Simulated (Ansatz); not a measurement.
`CC[CH2][AlH2]` and `[AlH2][CH2]C[TeH]` differ in one atom or group.

Ansatz, PBE0-D4/def2-TZVP geometries, multiplicity 1. Each molecule was computed in one conformer, which needn't be the lowest.

Elements past krypton have def2 core potentials.  Spin–orbit coupling is left out; it splits and shifts lone-pair levels of the heavy atoms by tenths of an eV.

| property | `CC[CH2][AlH2]` |
| --- | --- |
| size of the dipole moment (PBE/def2-TZVPP) / D | 0.80 |
| HOMO–LUMO gap (PBE/def2-TZVPP) / eV | 4.25 |
| LUMO energy (ωB97M-V/def2-TZVPP) / eV | 0.26 |
| ideal-gas entropy at 298 K and 1 bar (rigid rotor, harmonic PBE0-D4/def2-TZVP) / J/(mol·K) | 339 |
| zero-point energy (PBE0-D4/def2-TZVP) / kJ/mol | 277.1 |
| LUMO energy (PBE/def2-TZVPP) / eV | -2.07 |

Problem. Give the same properties after the change, and the shifts. (Best estimate.)

Solution. The calculation gave: 
```
                                                                                  property  `[AlH2][CH2]C[TeH]`  shift
                                            size of the dipole moment (PBE/def2-TZVPP) / D                 1.06   0.26
                                                       HOMO–LUMO gap (PBE/def2-TZVPP) / eV                 2.61  -1.64
                                                     LUMO energy (ωB97M-V/def2-TZVPP) / eV                 0.00  -0.26
ideal-gas entropy at 298 K and 1 bar (rigid rotor, harmonic PBE0-D4/def2-TZVP) / J/(mol·K)                  374     35
                                            zero-point energy (PBE0-D4/def2-TZVP) / kJ/mol                194.4  -82.7
                                                         LUMO energy (PBE/def2-TZVPP) / eV                -2.36  -0.29
```

With PBE0 the HOMO rises by 1.56 eV and the LUMO falls by 0.28 eV, so the gap narrows by about 1.84 eV. PBE moves the HOMO by 1.36 eV and ωB97M-V by 1.65 eV. The zero-point energy changes by -82.7 kJ/mol with -6 modes. Dipoles are sizes alone; their direction can turn. Modes under 60 cm⁻¹, often nearly free rotors, make the harmonic entropy too high.

Positive LUMOs are unbound, so they and the gaps depend on the basis.
